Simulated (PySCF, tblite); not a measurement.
Compound: C2H5F2OSi2 (doublet state).
Numbering: `[F:1][C@@H:2]1[CH2:3][Si:4]([F:5])[O:6][SiH2:7]1` (hydrogens: H8 on C2; H9, H10 on C3; H11, H12 on Si7)

Jobs on this species (12 atoms, 71 electrons) with PySCF (density fitting) and tblite. Hardware of each: one thread of an Intel Xeon at 2.50 GHz, shared host. Times come from a shared host and carry two figures at best.

```
                                                           level and settings                                                               work  basis functions  SCF cycles  wall time
                                                                     GFN2-xTB                                                  L-BFGS relaxation                –           –     0.83 s
UKS B3LYP, pcH-1 on C F H O Si, non-relativistic, mean-field spin-orbit, GIAO  unrestricted SCF, g, hyperfine, density and orbital grids written              245           ?          ?
                                                                     GFN2-xTB                                      Hessian by finite differences                –           –      1.2 s
```

Question: Fill in the missing figures.

Answer: 
- UKS B3LYP, pcH-1 on C F H O Si, non-relativistic, mean-field spin-orbit, GIAO; unrestricted SCF, g, hyperfine, density and orbital grids written: 2.0 min, 12 SCF cycles

Question: What do all jobs in the table cost together?

Answer: About 2.0 min; the longest takes about 98 % of that, and about 140 times as long as the shortest.
